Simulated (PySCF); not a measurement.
# Diatomics of Cl with the alkali metals

CCSD(T) with double-zeta basis sets in PySCF, for the lowest determinant that a PBE0 search found; no spin–orbit coupling. De refers to high-spin ground-configuration atoms.

```tsv
M	basis	reference, frozen orbitals	state (unpaired electrons)	Re (Å)	ωe (cm⁻¹)	De (eV)
Na	def2-SVP	RHF, 6	singlet (closed shell)	2.355	385	3.69
K	def2-SVP	RHF, 10	singlet (closed shell)	2.688	292	3.63
Rb	def2-SVP	RHF, 5	singlet (closed shell)	2.832	248	3.59
Cs	def2-SVPD	RHF, 5	singlet (closed shell)	3.054	199	4.19
```

The shortest bond is that of NaCl (2.355 Å), the longest that of CsCl (3.054 Å).

The rows differ in basis set, which adds steps of its own.

Down a group the atoms grow and get heavier, so bonds lengthen and wavenumbers fall; this series shows no clear exception.

Correlated steps freeze the inner cores (5 to 10 orbitals); shallow outer-core shells are correlated. Correlated levels converge slowly with the basis: in double zeta they bind strong bonds too weakly, by up to about 1 eV, and carry superposition errors of some tenths. These are scalar-relativistic numbers at best; spin–orbit coupling would shift them, the dissociation energy most. Where the molecule has an RHF reference, its open-shell atoms are computed with UHF.
